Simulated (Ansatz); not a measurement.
`[NH2][Zr]([F])([Cl])[Cl]` and `[F][Zr]([F])([Cl])[Cl]` differ in one atom or group.

Ansatz, PBE0-D4/def2-TZVP geometries, multiplicity 1. Each molecule was computed in one conformer, which needn't be the lowest.

Elements past krypton have def2 core potentials.

| property | `[NH2][Zr]([F])([Cl])[Cl]` |
| --- | --- |
| ideal-gas entropy at 298 K and 1 bar (rigid rotor, harmonic PBE0-D4/def2-TZVP) / J/(mol·K) | 386 |
| size of the dipole moment (ωB97M-V/def2-TZVPP) / D | 2.86 |
| LUMO energy (ωB97M-V/def2-TZVPP) / eV | 0.35 |
| HOMO energy (PBE0/def2-TZVPP) / eV | -8.36 |
| HOMO energy (B3LYP/def2-TZVPP) / eV | -8.10 |
| LUMO energy (PBE0/def2-TZVPP) / eV | -1.81 |

(1) What does the change do to each property? (Estimate.)

Results:

(1) Computed: 
```csv
property,`[F][Zr]([F])([Cl])[Cl]`,shift
"ideal-gas entropy at 298 K and 1 bar (rigid rotor, harmonic PBE0-D4/def2-TZVP) / J/(mol·K)",360,-26
size of the dipole moment (ωB97M-V/def2-TZVPP) / D,0.12,-2.74
LUMO energy (ωB97M-V/def2-TZVPP) / eV,-0.02,-0.37
HOMO energy (PBE0/def2-TZVPP) / eV,-9.80,-1.44
HOMO energy (B3LYP/def2-TZVPP) / eV,-9.51,-1.41
LUMO energy (PBE0/def2-TZVPP) / eV,-2.18,-0.37
```

With PBE0 the HOMO falls by 1.44 eV and the LUMO falls by 0.37 eV, so the gap widens by about 1.07 eV. PBE moves the HOMO by -1.40 eV and ωB97M-V by -1.38 eV. The zero-point energy changes by -58.5 kJ/mol with -6 modes. Dipoles are sizes alone; their direction can turn.

B3LYP here is the variant with VWN-RPA as its local correlation; programs differ in this.
